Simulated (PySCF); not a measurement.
# Electron correlation in Pm(2+) (promethium, charge +2)

Starting occupation: [Xe] 4f4 6s1, 4f7/2 with m_j = +1/2, +3/2, +5/2, +7/2, 6s1/2 with m_j = +1/2. Computed with PySCF 2.14 in x2c-TZVPall-2c with one added diffuse shell each of s, p, d, f type (12s12p11d5f1g, 147 functions), with X2C-1e with screened-nucleus spin-orbit coupling, Gaussian nucleus. Frozen: [Ar] 3d10; 31 electrons correlated; the 18 highest virtual spinors left out.

MP2 pair energies summed by pair of shells (mhartree):

| pair | energy | share (%) |
| --- | --- | --- |
| 4d-4d | -218.80 | 23.8 |
| 4d-5p | -122.75 | 13.3 |
| 5p-5p | -122.35 | 13.3 |
| 4d-4p | -78.63 | 8.5 |
| 4d-4f | -74.46 | 8.1 |
| 4f-5p | -50.81 | 5.5 |
| 5p-5s | -34.07 | 3.7 |
| 4d-5s | -28.08 | 3.1 |
| 4p-4p | -26.64 | 2.9 |
| 4f-4p | -24.55 | 2.7 |
| 5p-6s | -23.44 | 2.5 |
| 4d-4s | -22.20 | 2.4 |
| 4f-4f | -19.39 | 2.1 |
| 4p-5p | -15.87 | 1.7 |
| 4f-5s | -11.80 | 1.3 |
| 4p-4s | -10.78 | 1.2 |
| 4p-5s | -8.13 | 0.9 |
| 5s-5s | -6.17 | 0.7 |
| 4f-4s | -5.56 | 0.6 |
| 4d-6s | -4.33 | 0.5 |
| 4f-6s | -3.15 | 0.3 |
| 4s-5p | -2.55 | 0.3 |
| 4s-4s | -2.33 | 0.3 |
| 5s-6s | -1.45 | 0.2 |
| 4s-5s | -1.18 | 0.1 |
| 4p-6s | -0.56 | 0.1 |
| 4s-6s | -0.08 | 0.0 |

Total MP2 correlation energy: -920.10 mhartree.

The GHF reference relaxed away from the jj start to a determinant that is no pure jj level (⟨S²⟩ = 8.67, ⟨J²⟩ = 80.75); the energies belong to that determinant.

This basis was not built for core-valence correlation, so the inner-shell part is incomplete.
